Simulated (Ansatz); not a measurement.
Input file for Ansatz (a quantum-chemistry and plane-wave program): U-PBE0/def2-TZVPP on Be2, 2S+1 = 3, a spin state set in the input, which need not be the lowest, a point of a bond scan (R = 2.161 Å).

Ansatz 0.2 input:
```yaml
crystal:
  periodic: [false, false, false]
  atoms:
    - {symbol: Be, position_ang: [0.00000000, 0.00000000, 0.00000000]}
    - {symbol: Be, position_ang: [0.00000000, 0.00000000, 2.16088400]}
basis:
  gaussian:
    orbitals: def2-TZVPP
    pivot_positions_ang: [[0.00000000, 0.00000000, 0.00000000], [0.00000000, 0.00000000, 2.16088400]]
hamiltonian:
  xc: {name: PBE0}
magnetization: {spin_polarized: true, initial_magnetization: 2}
output: {forces: true, orbitals: {seedname: ./end}}
```

It printed:

```
Functional definition: PBE0
[...]
integrals: 0.00 GiB planned
282 factors; their error is unknown
mean field: 0.08 GiB planned
mean field evaluation 1: about -796.0075 eV, gradient 3.2e0 eV
mean field evaluation 2: about -796.1489 eV, gradient 1.0e0 eV
mean field evaluation 4: about -796.1793 eV, gradient 1.3e-1 eV
mean field evaluation 8: about -796.1759 eV, gradient 6.7e-3 eV
mean field evaluation 16: about -796.1942 eV, gradient 2.3e-1 eV
mean field evaluation 32: about -796.3066 eV, gradient 7.5e-5 eV
mean field evaluation 64: about -796.1759 eV, gradient 2.8e-5 eV
mean field -796.30664362 eV, -29.2637293969 hartree, gradient 4.0e-9 eV, S^2 2.001893; 5 other end points of the search recorded, 0 dependent functions left out
the calculation of the forces begins
reference -796.30667548 eV, -29.2637305680 hartree; 5, 3 occupied and 33, 35 virtual orbitals, 282 factors
Total energy: -796.30667548 eV, -29.2637305680 hartree
Atom 0 at     0.000000     0.000000     0.000000 Å, force    -0.000000    -0.000000     0.052880 eV/Å
Atom 1 at     0.000000     0.000000     2.160884 Å, force     0.000000     0.000000    -0.052880 eV/Å
Dipole moment:    -0.000000    -0.000000     0.000000 e Å
```

The run converged.

Cost: roughly 5 core-seconds.
